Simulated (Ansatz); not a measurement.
One step, two centres

Four-centre ligand exchange, with the central atom changed down its group and all else kept; in the first member these bonds form or tighten: B–O, H–S; these break or loosen: B–S, H–O.

Gas-phase electronic energies, without zero-point energy, by CCSD(T) at an estimated basis limit (MP2 extrapolated from triple and quadruple zeta, plus CCSD(T) − MP2 in triple zeta); Ansatz 0.2.0, def2-TZVPP and QZVPP, frozen cores, on PBE0-D4/def2-TZVP structures. Extrapolation: Hartree–Fock as exp(−7.88 √X), correlation as X^−2.97. All energies, in kJ/mol, count from the separated reactants, without counterpoise correction; the start and end structures are the complexes reached by relaxing down from the saddle, and deeper ones may exist. Brackets give SMILES, or, where every atom is bracketed, only which atoms are joined. Steps whose reference was doubtful or whose search ended elsewhere are left out.

| reactants | products | start structure | saddle | end structure | saddle by PBE0-D4/TZ |
| --- | --- | --- | --- | --- | --- |
| BH₃SO₂ ([OH][B]([OH])[SH]) + H₂O | BH₃O₃ ([OH][B]([OH])[OH]) + H₂S | -16.4 | 81.0 | -88.7 | 58.9 |
| AlH₃SO₂ ([OH][Al]([OH])[SH]) + H₂O | AlH₃O₃ ([OH][Al]([OH])[OH]) + H₂S, still joined by a dative Al–S bond | -92.5 | ? | -67.0 | -37.4 |

(1) What is the height of the saddle for AlH₃SO₂ ([OH][Al]([OH])[SH]) + H₂O? (An estimate is asked for; the value comes from the calculation.)

(2) How do the PBE0-D4 saddles lie against the coupled-cluster estimate?

T1 diagnostic: at most 0.013.

For scale, one of the runs: CCSD(T)/def2-TZVPP, 247 basis functions, launched by `ansatz run in.yaml --threads 4 --pin off --events-out ev --progress --plain --max-ram 9574MiB`. Hardware: 4 CPU threads of an Arm Neoverse V1, shared host. Wall time 2.8 min; peak host memory 5 GiB.

Answers

(1) The calculation gives: -22.7 kJ/mol relative to the separated reactants, the lower of the two; above its start structure the barrier is -22.7 − (-92.5) ≈ 69.9 kJ/mol.

Aluminium, larger and more positive than boron, binds the incoming molecule more strongly, and well and saddle both drop.

(2) Both lower, by 14.7 to 22.0 kJ/mol.
